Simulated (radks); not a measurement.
Eu4+, 59 electrons, occupied as [Xe] 4f5 (the NIST ground configuration).

All-electron calculation, scalar-relativistic Kohn-Sham, revPBE, spin-polarised, spherical densities, finite nucleus; open shells are filled with parallel spins first (spin-orbit coupling, left out, can overturn this in heavy ions); Fermi nuclear charge, rms radius 5.1115 fm. Program: a radial shooting solver on a logarithmic mesh with Libxc functionals.

Energy parts (hartree):
| part | energy |
|---|---|
| total | -10840.6901 |
| kinetic | 11613.0363 |
| electron-nucleus | -26310.5572 |
| Hartree | 4097.5165 |
| exchange-correlation | -240.6856 |

Orbitals (lengths in bohr, moments of r in powers of bohr; <r^-3> diverges for s and p1/2):
orbital  occ.  eigenvalue (hartree)  <r^-3>      <r>
1s up       1             -1779.240       -  0.02232
1s down     1             -1779.240       -  0.02232
2s up       1             -293.8084       -  0.09512
2s down     1             -293.8073       -  0.09512
2p up       3             -261.9804   10780  0.08390
2p down     3             -261.9796   10780  0.08390
3s up       1             -66.25778       -   0.2496
3s down     1             -66.18573       -   0.2495
3p up       3             -56.35150    2243   0.2481
3p down     3             -56.27974    2247   0.2479
3d up       5             -43.09822   303.4   0.2261
3d down     5             -43.04331   304.1   0.2258
4s up       1             -14.78405       -   0.5643
4s down     1             -14.61339       -   0.5643
4p up       3             -11.51221   501.9   0.5966
4p down     3             -11.34267   501.1   0.5966
4d up       5              -6.94970   57.08   0.6471
4d down     5              -6.78160   56.89   0.6480
4f up       5              -1.99845   8.135   0.8158
4f down     0              -1.84432   7.927   0.8363
5s up       1              -3.30853       -    1.311
5s down     1              -3.22478       -    1.327
5p up       3              -2.45221   80.85    1.486
5p down     3              -2.39064   76.74    1.508

The highest occupied level is 4f up at -54.381 eV. Summed over all electrons, <r^2> = 32.42 bohr^2, which gives a Langevin (diamagnetic) susceptibility term of -25.7 x 10^-6 cm^3/mol.
